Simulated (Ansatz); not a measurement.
Reaction (homolysis of the Ge–Si bond): `[F][Ge]([F])([SiH3])[Cl]` → `[F][Ge]([F])[Cl]`• + `[SiH3]`•

Computed with Ansatz on PBE0-D4/def2-TZVP structures; ΔE is electronic, products minus reactants. CCSD(T)/CBS adds triple-zeta CCSD(T) − MP2 to the extrapolated MP2 energy (def2 sets, frozen cores). This one scheme is used for every species. Functionals use def2-TZVPP. B3LYP here is the variant with VWN-RPA as its local correlation; programs differ in this. Open shells (•) are unrestricted, without spin–orbit coupling. For Ge outer-core shells are correlated without core-valence functions, which leaves a few kJ/mol of doubt a bond. Scalar relativity is left out up to krypton.

CCSD(T)/CBS gives +3.51 eV.

Another level gave +3.04 eV. Which?
A. BLYP/def2-TZVPP
B. B3LYP/def2-TZVPP
C. CCSD/def2-TZVPP
D. SCS-MP2/def2-TZVPP

B. B3LYP 3.04, CCSD/def2-TZVPP 3.30, SCS-MP2/def2-TZVPP 3.40, BLYP 2.87 eV.

Largest T1 diagnostic among the species: 0.015.

At CCSD(T), def2-SVP lies −0.33 eV from the extrapolated value and def2-TZVPP −0.16 eV: correlation converges slowly with the basis, and small sets miss more of it in the bonded molecule than in its fragments. The D4 term adds +0.13 eV with B3LYP and +0.07 eV with PBE0; it sums over pairs of atoms, weighted by their polarisabilities, and B3LYP, whose exchange is more repulsive, gets the larger term. From r2SCAN to r2SCAN0 (25 % exact exchange), in def2-TZVPP and without D4, ΔE moves by +0.04 eV.
